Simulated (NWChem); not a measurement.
## Basis-set convergence for ammonia borane (H6BN)

```xyz
8

B      0.9134    -0.0695     0.0000
N     -0.7176     0.0546     0.0000
H      1.3277     1.0826     0.0000
H      1.1934    -0.6826    -1.0221
H      1.1934    -0.6826     1.0221
H     -1.0502     0.5569     0.8238
H     -1.1584    -0.8659     0.0000
H     -1.0502     0.5569    -0.8238
```
Charge 0, spin multiplicity 1.

All runs are NWChem calculations. The geometry was optimised at PBE0/def2-SVP, a minimum by its harmonic frequencies.

Quantity: vertical ionisation energy at the level ΔMP2 (Δ: difference of total energies, the cation a doublet at the parent's geometry with its hole in an orbital of symmetry a' (Cs labels); it is the state that the SCF runs reached, from PBE0 orbitals for Hartree-Fock references, and need not be the lowest).

The correlated methods keep 2 core orbitals frozen. The Pople sets run with spherical d functions. No SCF solution was tested for a lower state. Open-shell Hartree-Fock references start from PBE0 orbitals; any time given for them includes that run.

The cost column gives rough processor time relative to 6-31+G*; each entry includes its own SCF.

```csv
basis,functions,vertical ionisation energy (eV),relative cost
6-31+G*,48,10.30,1
cc-pVDZ,58,10.47,under 3
pcseg-1,58,10.49,under 3
def2-SVPD,88,10.60,4
aug-cc-pVDZ,100,10.59,5
aug-pcseg-1,100,10.56,4
pcseg-2,144,10.67,20
```

Smallest basis within 0.1 eV of pcseg-2, the largest set run: def2-SVPD, with 88 functions against 144 and about 30 % of the time (also within reach: aug-cc-pVDZ). pcseg-2 isn't the basis-set limit itself, and a small set can land close by cancellation.
